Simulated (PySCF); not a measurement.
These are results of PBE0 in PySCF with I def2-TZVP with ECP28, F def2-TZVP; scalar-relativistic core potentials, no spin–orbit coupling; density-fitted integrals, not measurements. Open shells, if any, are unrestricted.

Question: What shape and geometry does isolated singlet IF3 take (every ligand bound to I)?

Answer: Counting electrons, iodine keeps 4 of its valence electrons outside its bonds, so the VSEPR class is AX3E2 and the expected shape is T-shaped (C2v), as computed. The lowest minimum found is a singlet of C2v symmetry with I–F 1.859 Å, I–F 1.934 Å (×2); F–I–F 83.7° (×2), F–I–F 167.4°. Its harmonic wavenumbers are 198 (a1), 200 (b1), 309 (b2), 571 (a1), 596 (b2), 673 (a1) cm⁻¹ and its dipole moment is 2.19 D.
